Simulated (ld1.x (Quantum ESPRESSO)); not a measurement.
**An all-electron radial function and its pseudo partner (krypton)**

Columns: radius, all-electron u(r) and pseudo u(r) of the 4s shell (level -25.83 eV) of krypton in the configuration [Ar] 3d10 4s2 4p5.75; LDA (PZ), scalar-relativistic, ultrasoft scheme, ld1.x (Quantum ESPRESSO) 7.5.

```
r (bohr)  all-electron   pseudo
   0.072       -0.1291  -0.0619
   0.145       -0.2652  -0.1250
   0.217        0.0016  -0.1875
   0.290        0.2928  -0.2513
   0.362        0.4413  -0.3146
   0.435        0.4416  -0.3790
   0.507        0.3356  -0.4424
   0.580        0.1680  -0.5060
   0.652       -0.0205  -0.5674
   0.725       -0.2103  -0.6275
   0.798       -0.3837  -0.6845
   0.870       -0.5311  -0.7365
   0.942       -0.6522  -0.7834
   1.015       -0.7481  -0.8246
   1.088       -0.8186  -0.8585
   1.160       -0.8659  -0.8837
   1.232       -0.8941  -0.9002
   1.305       -0.9063  -0.9074
   1.378       -0.9045  -0.9045
   1.450       -0.8920  -0.8920
   1.522       -0.8711  -0.8711
   1.595       -0.8433  -0.8433
   1.668       -0.8105  -0.8105
   1.740       -0.7749  -0.7749
   1.812       -0.7371  -0.7371
   1.885       -0.6976  -0.6976
```

Q: How many radial nodes do the two functions have?

A: The all-electron 4s function has n − l − 1 = 3 (the table is too coarse to show those close to the nucleus); the pseudo-wave has 0, since the states of the same l below it are removed with the core.

Q: At about which radius was the pseudo-wave matched?

A: 1.40 bohr, where the columns begin to agree (steps of 0.07 bohr).

Q: Where does each function peak?

A: Outermost all-electron maximum near 1.30 bohr, pseudo maximum near 1.30 bohr (to the table’s step).

Q: Is the pseudo-wave norm-conserving?

A: No, it belongs to an ultrasoft set: the norm inside the radius is not constrained, and the difference is carried by the augmentation charge.
